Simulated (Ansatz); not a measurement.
Cartesian coordinates in Å:
```
C -0.552 1.350 -0.192
C 0.307 0.360 0.083
O 1.582 0.695 0.454
Al -0.362 -1.465 -0.076
H -0.270 2.398 -0.130
H -1.568 1.117 -0.488
H 2.089 -0.103 0.621
H 0.638 -2.661 0.244
H -1.864 -1.690 -0.516
```

Total charge 0; spin multiplicity 1.

(1) List the PBE0/def2-TZVPP orbital energies in eV (Ansatz). (Best estimate.)

Results:

(1) The calculation gave: Occupied: -1527.82, -523.36, -279.31, -277.96, -113.72, -73.85, -73.64, -73.62, -29.46, -21.06, -16.33, -14.45, -12.42, -11.46, -11.09, -11.06, -8.71, -8.11, -6.90. Lowest empty: -1.76, 0.41, 0.78, 1.06, 1.48, 2.56, 3.12, 3.84.
